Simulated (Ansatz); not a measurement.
Basis sets compared for SiH2MeEt (C3H10Si). The state is a singlet with charge 0. Geometry PBE0-D4/def2-SVP. Ansatz on 2 threads of AMD EPYC 9R45 on a shared host; times are rough, and most runs start from earlier orbitals.

Cartesian coordinates in Å:
```
C -1.418 -1.378 -1.199
C 0.963 0.169 0.081
C 1.449 1.243 1.050
Si -0.911 -0.058 0.041
H -1.393 -0.437 1.410
H -1.561 1.246 -0.313
H -0.966 -2.350 -0.947
H -1.094 -1.106 -2.216
H -2.511 -1.507 -1.216
H 1.296 0.397 -0.947
H 1.414 -0.808 0.329
H 2.547 1.337 1.041
H 1.035 2.232 0.799
H 1.149 1.020 2.086
```

Another isomer (singlet) lies 0.56 eV lower at PBE0-D4/def2-TZVP; other spin states weren't run for this one.

Binding counts from free atoms (C triplet, Si triplet, H doublet) in the same basis, without a counterpoise term.

```tsv
level	functions	energy (Eh)	HOMO (eV)	LUMO (eV)	binding per atom (eV)	wall time
PBE-D4/def2-SVP	110	-409.3331	-6.89	0.70	3.83	0.7 s
PBE0-D4/def2-SVP	110	-409.3959	-8.21	1.54	3.81	0.8 s
```

**Question.** Estimate the rows for PBE-D4/def2-TZVP (with forces), PBE0-D4/def2-TZVP.

**Answer.** 
```tsv
level	functions	energy (Eh)	HOMO (eV)	LUMO (eV)	binding per atom (eV)	wall time
PBE-D4/def2-TZVP (with forces)	190	-409.5685	-6.93	0.14	3.81	1.4 s
PBE0-D4/def2-TZVP	190	-409.6255	-8.21	0.93	3.79	1.4 s
```
